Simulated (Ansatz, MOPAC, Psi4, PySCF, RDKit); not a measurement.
Noncovalent pair: NH3 (SMILES N) (first 4 atoms) with N2 (SMILES N#N); geometry from B3LYP-D3(BJ)/def2-TZVP, rigid monomers moved along the line of their centres of mass till H4···N6 is 3.69 Å.
(charge 0, multiplicity 1):
```xyz
6

N     -0.0768    -0.1184    -0.3546
H      0.8808     0.1503    -0.5493
H     -0.6597     0.6904    -0.5370
H     -0.1392    -0.3191     0.6367
N     -0.0055    -0.0580     5.4070
N     -0.0640    -0.1964     4.3267
```

```tsv
level	interaction energy (kJ/mol)	minus CCSD(T)/CBS(aug-cc-pVDZ, aug-cc-pVTZ)	cost
MMFF94	-0.2	0.8	-
PM6	-1.1	-0.1	-
HF/STO-3G (no counterpoise)	-0.8	0.2	-
HF/aug-cc-pVDZ	-0.4	0.6	-
HF/aug-cc-pVTZ	-0.4	0.6	-
PBE/def2-TZVPPD	-0.9	0.1	×1
PBE-D3(BJ)/def2-TZVPPD	-1.3	-0.3	×1
r2SCAN/def2-TZVPPD	-0.6	0.4	×2
B3LYP/6-31G* (no counterpoise)	-0.9	0.1	-
B3LYP/6-311+G** (no counterpoise)	-0.5	0.5	-
B3LYP/def2-TZVPPD	-0.3	0.7	×2
PBE0-D3(BJ)/def2-TZVPPD	-1.2	-0.2	×1
MP2/aug-cc-pVTZ	-1.1	0.0	-
SCS-MP2/aug-cc-pVDZ	-0.9	0.1	-
SCS-MP2/aug-cc-pVTZ	-0.9	0.1	-
CCSD/aug-cc-pVDZ	-0.9	0.1	-
CCSD/aug-cc-pVTZ	-0.9	0.1	-
CCSD(T)/aug-cc-pVTZ	-1.0	0.0	×300*
CCSD(T)/CBS(aug-cc-pVDZ, aug-cc-pVTZ)	-1.0	0.0	×300*
SAPT0/jun-cc-pV(D+d)Z	-0.9	0.1	-
```

 The comparison column counts from a level with limits of its own.

The rows run from -1.3 (PBE-D3(BJ)/def2-TZVPPD) to -0.2 kJ/mol (MMFF94). In aug-cc-pVTZ the value moves HF -0.4, MP2 -1.1, CCSD -0.9, CCSD(T) -1.0, a shift of -0.6 from HF to CCSD(T). The dispersion term adds -0.4 in PBE-D3(BJ). The 3 functionals in def2-TZVPPD without D3 or D4 span 0.6, from PBE to B3LYP.

Interaction energies are E(AB) − E(A) − E(B) at the monomers' geometry in the complex; basis-set methods are counterpoise corrected. Rows marked so take none.

Frozen-core correlation. CBS: X⁻³ extrapolation of the correlation energy, Hartree–Fock from the larger set. Rows in 6-311+G**, 6-31G*, STO-3G carry no dispersion term and start afresh at each structure (6-31G* with six Cartesian d functions). The state that PM6 reach isn't checked.

The values were computed with Ansatz (Gaussian orbitals); MOPAC for PM6 (differences of heats of formation); Psi4 for SAPT; PySCF for 6-311+G** rows, 6-31G* rows, STO-3G rows, the dispersion terms; RDKit for the force fields. 

Costs are rough ratios of core time to PBE/def2-TZVPPD (about 1.9 s over the structures, on one shared machine); a dash marks a level with no comparable run of its own. A star marks coupled-cluster runs past 200 virtual orbitals, where the program's memory plan changes under this machine's limit, so their costs aren't comparable with smaller runs.

Ansatz is a first-principles code.
